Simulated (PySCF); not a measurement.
**Bonding in `CS[SiH2]P`**

CH7PSSi.
SMILES with atom numbers: `[CH3:1][S:2][SiH2:3][PH2:4]` (hydrogens: H5, H6, H7 on C1; H8, H9 on Si3; H10, H11 on P4)

Structure used (PBE0-D3(BJ)/def2-SVP), in Å, numbered top down from 1:
```xyz
11
CH7PSSi angstrom
C     -2.3937    0.0415    0.0398
S     -0.9254    0.7949    0.8118
Si     0.6226   -0.2369   -0.2454
P      2.5628    0.6123    0.5500
H     -2.4180    0.2278   -1.0433
H     -2.4396   -1.0392    0.2347
H     -3.2688    0.5203    0.4996
H      0.5955   -1.7061    0.0391
H      0.4478   -0.0566   -1.7222
H      3.3280   -0.0102   -0.4855
H      2.4142    1.8341   -0.1753
```

Bond orders from the PBE0/pcSseg-1 density (PySCF). Isolated species at its PBE0-D3(BJ)/def2-SVP geometry (one conformer only).

Question: Where do the orders between heavy atoms depart from those drawn in the SMILES?

Answer: The largest departure is 0.023, at S2–Si3 (drawn single, 0.977).

Question: Give the Mayer order of every bond between heavy atoms, beside its length.

Answer: 
| bond | drawn as | length (Å) | Mayer order |
| --- | --- | --- | --- |
| C1–S2 | single | 1.822 | 0.995 |
| S2–Si3 | single | 2.140 | 0.977 |
| Si3–P4 | single | 2.262 | 0.992 |

Question: And the bonds to hydrogen?

Answer: C–H: 0.95 to 0.96 (3 bonds); H–Si: 0.88 to 0.90 (2 bonds); H–P: 0.93 (2 bonds).

Question: Sum the orders of all bonds at each heavy atom with more than one neighbour and set the sums beside the valence in the SMILES.

Answer: C1 3.847 (drawn 4), S2 1.972 (drawn 2), Si3 3.755 (drawn 4), P4 2.847 (drawn 3). Orders between atoms that aren't bonded are not in these sums.

Mayer orders depend on the basis set.

These values come from a run that also computed NMR shieldings. The run took 9.2 s of wall time on one thread of an Arm Neoverse V1 (shared host).
